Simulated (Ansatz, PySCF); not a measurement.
Reaction (SMILES): FCC(F)(F)F [1,1,1,2-tetrafluoroethane] → FC[C](F)F + F atom (the C-F bond at the site shown breaks; other sites are not compared here)
Structures are relaxed separately at B3LYP-D3(BJ)/def2-TZVP in Ansatz (a program for electronic structure), one conformer each, not searched for the lowest. Frequencies are from Ansatz or PySCF.

Property: bond dissociation energy (0 K, with B3LYP-D3(BJ) harmonic zero-point energies), in eV. Correlated levels leave the core frozen unless marked. Open shells are spin-unrestricted. No spin-orbit coupling. No relativistic terms. CBS(X,Y): correlation extrapolated as X^-3; Hartree-Fock from the larger set.

| level | program | bond dissociation energy (eV) |
|---|---|---|
| PBE/def2-TZVPD | Ansatz | 5.42 |
| PBE-D3(BJ)/def2-TZVPD | Ansatz + dftd3 | 5.44 |
| BLYP-D3(BJ)/def2-TZVPD | Ansatz + dftd3 | 5.20 |
| revPBE-D3(BJ)/def2-TZVPD | Ansatz + dftd3 | (withheld) |
| r2SCAN/def2-TZVPD | Ansatz | 5.26 |
| PBE0/def2-TZVP | Ansatz | 5.25 |
| r2SCAN0-D4/def2-TZVPD | Ansatz + dftd4 | 5.08 |
| B2GP-PLYP/def2-TZVPD | Ansatz | 5.30 |
| CCSD/cc-pwCVTZ | Ansatz | (withheld) |
| CCSD(T)/CBS(cc-pVTZ,cc-pVQZ) | Ansatz | (withheld) |

Some entries are withheld; supply them.


- revPBE-D3(BJ)/def2-TZVPD, bond dissociation energy (eV): 5.14
- CCSD/cc-pwCVTZ, bond dissociation energy (eV): 5.24
- CCSD(T)/CBS(cc-pVTZ,cc-pVQZ), bond dissociation energy (eV): 5.50
